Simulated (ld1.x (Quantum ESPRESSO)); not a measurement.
Results of a calculation; reference values are marked as such.
## Hardness and transferability of assorted potentials

Generated with ld1.x 7.5 (TM, RRKJ, ultrasoft, PAW), atompaw 4.2 or ONCVPSP 4.0.1. The cutoff is in Ry: for ld1.x and atompaw files where the sum of valence levels is converged to 10 mRy in a Bessel basis, for ONCV files where the hardest occupied wave has 1 mHa per electron of residual kinetic energy. The error is the largest all-electron minus pseudo excitation energy over each file’s own four to seven test configurations (ionisations up to +4, promotions, holes and added fractions of an electron), all of which were solved. The labels leave out finer settings (local radius, basis sizes, second energies), which also bear on the numbers. Spin-polarised tests are not counted. The rows are a selection from randomly drawn settings: files with unsolved tests, undetermined cutoffs or missed reference levels are left out.

| element | potential | cutoff (Ry) | largest error (meV) | bound ghosts |
| --- | --- | --- | --- | --- |
| C | TM, LDA (PZ), scalar-relativistic, rc 1.25/1.75/1.75 (spd), local d, core correction yes, reference 2s1.75 2p2.25 | 35 | +188 | none |
| Sc | TM, Wu–Cohen, fully relativistic, rc 3.25/4.20/1.60 (spd), local s, core correction no, reference 3d1 4s2 4p0 | 60 | +431 | none |
| Cu | TM semilocal, PBE, scalar-relativistic, rc 2.25/2.90/1.15/2.95 (spdf), local d, core correction yes, reference 3d10 4s0.5 4p0 | 180 | -1930 | none |
| Cu | ultrasoft, revPBE, scalar-relativistic, rc 1.05/1.40/0.95 (spd), local smoothed, core correction yes, reference 3s2 3p6 3d10 4s0 4p0 | 160 | +52 | none |

Question: Fill in the row for W: RRKJ, Wu–Cohen, scalar-relativistic, rc 2.75/2.65/2.10 (spd), local s, core correction yes, reference 5d4 6s0.5 6p0.

Answer: cutoff 30 Ry, largest error -775 meV, bound ghosts: none.

Question: Fill in the row for Sn: ultrasoft, LDA (PZ), scalar-relativistic, rc 1.90/2.50/1.30 (spd), local smoothed, core correction no, reference 4d10 5s1.75 5p2.25.

Answer: cutoff 90 Ry, largest error -48 meV, bound ghosts: none.

Question: Fill in the row for Be: ultrasoft, Wu–Cohen, scalar-relativistic, rc 1.85/4.35 (sp), local smoothed, core correction yes, reference 2s2 2p0.

Answer: cutoff 6 Ry, largest error +46 meV, bound ghosts: none.
